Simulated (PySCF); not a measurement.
A GIAO shielding run with PySCF 2.14.0 with density-fitted response routines (density fitting, non-relativistic, gas phase) on `CC#CC[Si@H](Cl)/C(F)=C/[SiH3]`, C$_{6}$H$_{10}$ClFSi$_{2}$:

```
$ OMP_NUM_THREADS=1 python probes_run.py task.json out

{"job": {"kind": "nmr", "xc": "PBE0", "basis": "pcSseg-1"}, "charge": 0, "multiplicity": 1}
C     -4.978393    -0.058209    -0.274487
C     -3.571029    -0.249746     0.005986
C     -2.409239    -0.417477     0.247821
C     -1.001423    -0.604447     0.527969
Si     0.094893     0.612944    -0.460520
Cl     0.119400     0.114662    -2.419178
C      1.872229     0.457004     0.192479
F      1.959377     0.722695     1.531772
C      2.989618     0.141450    -0.450494
Si     4.683925     0.024742     0.373045
H     -5.538856    -0.957972    -0.020450
H     -5.121063     0.158886    -1.333095
H     -5.365195     0.774803     0.312478
H     -0.728051    -1.636835     0.288264
H     -0.832945    -0.463893     1.598478
H     -0.370878     1.991767    -0.319234
H      2.888715    -0.063235    -1.505229
H      4.749201    -1.239437     1.111115
H      4.862716     1.157278     1.279330
H      5.691851     0.048419    -0.689087
```

Hardware: 1 thread of an Intel Xeon, shared host. The job also computes population analyses, field gradients.

(1) How large is the calculation?

(2) How long does it take, and how much memory does it need?

## Answers

(1) 100 electrons, 241 basis functions and 1318 auxiliary functions.

(2) 2.4 min of wall time, with 14 SCF cycles and 5 response iterations; peak memory 1.1 GiB. Times on a shared host scatter by some tens of per cent.
